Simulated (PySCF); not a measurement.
One of the candidates below gave these computed data.

All candidates are C2H12Si4.

| technique | computed result |
| --- | --- |
| 13C NMR | chemical shifts (computed TMS as zero) by class: -10.7 (2 C) ppm [GIAO PBE0/pcSseg-1] |
| Dipole | 0.97 D [wB97X-D/def2-SVPD] |
| Triplet | lowest triplet excitation (Tamm–Dancoff): 5.77 eV [TDA wB97X-D/def2-SVPD] |
| UV, first state | lowest singlet excitation: 6.46 eV (192 nm, f = 0.017) [TDDFT wB97X-D/def2-SVPD] |
| UV, strongest line | among the 8 lowest singlet transitions: S2 at 6.70 eV (185 nm, f = 0.143) [TDDFT wB97X-D/def2-SVPD] |
| 1H NMR | chemical shifts (computed TMS as zero) by class: 4.46 (2 H), 4.34 (4 H), 3.32 (2 H), -0.13 (4 H) ppm [GIAO PBE0/pcSseg-1] |
| Rotational structure | rotational constants A, B, C: 1.520, 1.505, 0.817 GHz [GFN2-xTB] |

Electronic properties: PySCF, gas phase, density fitting. Levels stand in brackets. Geometry: GFN2-xTB, one conformer, isolated molecule. NMR values are class means; diastereotopic atoms form classes of their own.

Question: Which candidate is it?
A. `[SiH3]C[Si@H]1C[SiH2][SiH2]1`
B. `C[Si]1(C)[SiH2][SiH2][SiH2]1`
C. `C1[SiH2]C[SiH2][SiH2][SiH2]1`
D. `C=C[Si@@H]([SiH3])[SiH2][SiH3]`
E. `[SiH3][Si]1([SiH3])CC[SiH2]1`

Answer: C. It is `C1[SiH2]C[SiH2][SiH2][SiH2]1`. Numbering: `[CH2:1]1[SiH2:2][CH2:3][SiH2:4][SiH2:5][SiH2:6]1`. Its formula, C2H12Si4, gives 1 degree of unsaturation: 1 ring and 0 π bonds in the structure found. 2 carbons fall into 1 class: ring sp3 carbon bound to silicon [C1/C3] (-10.7 ppm, 2 C). Hydrogen classes from least to most shielded: 2 H on an SiH2 silicon, Si2 (4.46 ppm), 4 H on 2 SiH2 silicons, Si4/Si6 (4.34 ppm), 2 H on an SiH2 silicon, Si5 (3.32 ppm), 4 H on 2 like atoms (sp3 carbon bound to silicon), C1/C3 (-0.13 ppm). The optimised geometry has point group Cs and is an asymmetric top.

The others, at the same levels:
- `C=C[Si@@H]([SiH3])[SiH2][SiH3]` fails: its computed lowest singlet excitation is 6.13 eV (202 nm, f = 0.057) (against 6.46 eV), lowest triplet excitation (Tamm–Dancoff) is 4.38 eV (against 5.77 eV) and smallest rotational constant is 0.655 GHz (against 0.817 GHz).
- `[SiH3]C[Si@H]1C[SiH2][SiH2]1` fails: it has 2 carbon classes against 1; its computed 13C shifts are -2.0 (1 C), -7.4 (1 C) ppm, 1H shifts are 5.08 (1 H), 4.64 (1 H), 4.60 (1 H), 4.38 (1 H), 4.23 (1 H), 4.00 (3 H), 0.85 (1 H), 0.59 (1 H), 0.09 (1 H), -0.09 (1 H) ppm and lowest singlet excitation is 5.40 eV (230 nm, f = 0.002) (against 6.46 eV).
- `[SiH3][Si]1([SiH3])CC[SiH2]1` fails: it has 2 carbon classes against 1; its computed 13C shifts are 12.6 (1 C), 12.5 (1 C) ppm, 1H shifts are 4.70 (2 H), 3.69 (6 H), 1.84 (2 H), 1.66 (2 H) ppm and lowest singlet excitation is 5.73 eV (216 nm, f = 0.065) (against 6.46 eV).
- `C[Si]1(C)[SiH2][SiH2][SiH2]1` fails: its computed 13C shifts are 0.8 (2 C) ppm, 1H shifts are 4.03 (4 H), 3.97 (2 H), 0.44 (6 H) ppm and lowest singlet excitation is 4.59 eV (270 nm, f = 0.000) (against 6.46 eV).

Each candidate is one conformer, not necessarily the lowest. Dipoles, sizes and rotational constants follow the conformer. The torsions of the flexible species, by atom-mapped SMILES:
- `[CH2:1]=[CH:2][Si@@H:3]([SiH3:4])[SiH2:5][SiH3:6]`: C1–C2–Si3–Si4 119°, C2–Si3–Si5–Si6 -29°
- `[SiH3:1][CH2:2][Si@H:3]1[CH2:4][SiH2:5][SiH2:6]1`: Si1–C2–Si3–C4 67°
